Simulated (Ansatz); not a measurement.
C2H8FInSe, SMILES `[CH3][In-]([CH3])([F])[SeH2+]`, one more setting.

```yaml
crystal:
  periodic: [false, false, false]
  atoms:
    - {symbol: C, position_ang: [-2.145072, -0.637050, 0.640032]}
    - {symbol: In, position_ang: [-0.279268, -0.010544, -0.360593]}
    - {symbol: C, position_ang: [1.274477, -0.522574, -1.620582]}
    - {symbol: F, position_ang: [-0.574532, 2.006136, -0.242202]}
    - {symbol: Se, position_ang: [1.148075, 1.133135, 1.905370]}
    - {symbol: H, position_ang: [-2.484057, -0.060366, 1.182791]}
    - {symbol: H, position_ang: [-2.803142, -1.079570, -0.010123]}
    - {symbol: H, position_ang: [-1.898432, -1.616848, 1.500215]}
    - {symbol: H, position_ang: [0.964572, -0.926704, -2.447698]}
    - {symbol: H, position_ang: [1.884688, -1.333554, -1.138322]}
    - {symbol: H, position_ang: [1.780257, 0.328322, -1.871727]}
    - {symbol: H, position_ang: [2.490651, 1.110897, 1.095507]}
    - {symbol: H, position_ang: [0.623314, 1.985854, 1.088287]}
basis:
  gaussian: {orbitals: x2c-TZVPPall}
hamiltonian: {xc: {name: PBE0-DH}}
output: {forces: true}
```

```sh
$ ansatz run in.yaml --threads 4 --pin off --events-out ev --progress --plain --max-ram 11315MiB
```

Shortened log:

```
Functional definition: PBE0-DH
  name "PBE0-DH"
  cite "Brémond & Adamo, J. Chem. Phys. 135, 024106 (2011) doi:10.1063/1.3604569"
  cite "Perdew, Burke & Ernzerhof, Phys. Rev. Lett. 77, 3865 (1996) doi:10.1103/PhysRevLett.77.3865"
  parameter a = 1/2
  parameter c = 1/8
  exchange = (1 - a)*pbe_x + a*exact_x
  correlation = (1 - c)*pbe_c + c*(mp2_os + mp2_ss)
2078 factors; integrals over basis functions are off by at most 1.0e-3 eV
mean field evaluation 1: about -231030.2678 eV, gradient 7.2e1 eV
mean field evaluation 2: about -231030.3548 eV, gradient 7.2e1 eV
mean field evaluation 4: about -231040.9095 eV, gradient 1.2e1 eV
mean field evaluation 8: about -231041.1282 eV, gradient 7.7e-1 eV
mean field evaluation 16: about -231041.1291 eV, gradient 2.8e-4 eV
mean field -231041.12914257 eV, -8490.6048906873 hartree, gradient 2.9e-6 eV, S^2 0.000000; 0 other end points of the search recorded, 0 dependent functions left out
30 core orbitals not correlated: weight in the atoms' cores, before any rotation towards them, 1.000 or more for the frozen orbitals, at most 0.000 for the correlated occupied ones
reference -231041.12916683 eV, -8490.6048915789 hartree; 26, 26 occupied and 257, 257 virtual orbitals, 2078 factors
second order -40.69860580 eV of doubles, -0.00000000 eV of singles
the calculation of the forces begins
Total energy: -231046.21649255 eV, -8490.7918473510 hartree
Relativity: scalar
Atom 0 at    -2.145072    -0.637050     0.640032 Å, force     9.054941   -12.811765    -5.395172 eV/Å
Atom 1 at    -0.279268    -0.010544    -0.360593 Å, force    -1.859534     0.249519     1.300181 eV/Å
Atom 2 at     1.274477    -0.522574    -1.620582 Å, force     1.243518    -1.232711     4.769990 eV/Å
Atom 3 at    -0.574532     2.006136    -0.242202 Å, force    -0.096112    -0.062901    -0.542398 eV/Å
Atom 4 at     1.148075     1.133135     1.905370 Å, force     4.372461    -4.152918     2.966768 eV/Å
Atom 5 at    -2.484057    -0.060366     1.182791 Å, force    -6.084715    10.884401     9.137191 eV/Å
Atom 6 at    -2.803142    -1.079570    -0.010123 Å, force    -1.648552    -0.808383    -1.567868 eV/Å
Atom 7 at    -1.898432    -1.616848     1.500215 Å, force    -0.411370     2.772609    -2.800120 eV/Å
Atom 8 at     0.964572    -0.926704    -2.447698 Å, force    -2.077676    -2.274992    -4.763506 eV/Å
Atom 9 at     1.884688    -1.333554    -1.138322 Å, force    -0.250304     1.210928    -0.305387 eV/Å
Atom 10 at     1.780257     0.328322    -1.871727 Å, force     1.740623     2.076241    -0.286648 eV/Å
Atom 11 at     2.490651     1.110897     1.095507 Å, force    -1.626812     0.039458     1.071171 eV/Å
Atom 12 at     0.623314     1.985854     1.088287 Å, force    -2.356467     4.110513    -3.584201 eV/Å
Dipole moment:     0.407452    -0.517811    -0.033954 e Å
```

Hardware: 4 threads of an Arm Neoverse V1 on a shared host. Wall time 43 s, peak host memory 1.4 GiB.
